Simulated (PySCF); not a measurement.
## Radial density of Ga+ (gallium, charge +1)

BP86, [Ar] 3d10 4s1 4d1, high-spin 3D determinant (an excited configuration). Computed with PySCF 2.14 in dyall-av2z (16s12p8d, 92 functions), with the non-relativistic Hamiltonian (point nucleus).

```json
{"r (bohr)": "0.000805", "4πr²ρ (e/bohr)": "0.1580", "4πr²(ρα − ρβ)": "0.0001"}
{"r (bohr)": "0.00135", "4πr²ρ (e/bohr)": "0.4325", "4πr²(ρα − ρβ)": "0.0002"}
{"r (bohr)": "0.00228", "4πr²ρ (e/bohr)": "1.155", "4πr²(ρα − ρβ)": "0.0006"}
{"r (bohr)": "0.00383", "4πr²ρ (e/bohr)": "2.969", "4πr²(ρα − ρβ)": "0.0016"}
{"r (bohr)": "0.00644", "4πr²ρ (e/bohr)": "7.141", "4πr²(ρα − ρβ)": "0.0039"}
{"r (bohr)": "0.0108", "4πr²ρ (e/bohr)": "15.40", "4πr²(ρα − ρβ)": "0.0083"}
{"r (bohr)": "0.0182", "4πr²ρ (e/bohr)": "27.68", "4πr²(ρα − ρβ)": "0.0138"}
{"r (bohr)": "0.0307", "4πr²ρ (e/bohr)": "37.10", "4πr²(ρα − ρβ)": "0.0141"}
{"r (bohr)": "0.0516", "4πr²ρ (e/bohr)": "33.91", "4πr²(ρα − ρβ)": "0.0025"}
{"r (bohr)": "0.0868", "4πr²ρ (e/bohr)": "31.48", "4πr²(ρα − ρβ)": "0.0072"}
{"r (bohr)": "0.146", "4πr²ρ (e/bohr)": "43.26", "4πr²(ρα − ρβ)": "0.0415"}
{"r (bohr)": "0.245", "4πr²ρ (e/bohr)": "29.86", "4πr²(ρα − ρβ)": "-0.0120"}
{"r (bohr)": "0.413", "4πr²ρ (e/bohr)": "23.07", "4πr²(ρα − ρβ)": "0.0596"}
{"r (bohr)": "0.694", "4πr²ρ (e/bohr)": "23.00", "4πr²(ρα − ρβ)": "-0.0018"}
{"r (bohr)": "1.17", "4πr²ρ (e/bohr)": "6.466", "4πr²(ρα − ρβ)": "0.2372"}
{"r (bohr)": "1.96", "4πr²ρ (e/bohr)": "1.226", "4πr²(ρα − ρβ)": "0.6520"}
{"r (bohr)": "3.30", "4πr²ρ (e/bohr)": "0.3616", "4πr²(ρα − ρβ)": "0.3483"}
{"r (bohr)": "5.56", "4πr²ρ (e/bohr)": "0.1807", "4πr²(ρα − ρβ)": "0.1807"}
{"r (bohr)": "9.35", "4πr²ρ (e/bohr)": "0.009709", "4πr²(ρα − ρβ)": "0.0097"}
```

The outer electron is Rydberg-like, and this basis confines it to a smaller radius and binds it less than a complete one would.

(1) Where is the radial spin density 4πr²(ρα − ρβ) most negative, and why is it negative at all?

Results:

(1) Around r = 0.245 bohr, down to -0.0120 e/bohr: exchange with the open shell polarises the paired shells in an unrestricted calculation.
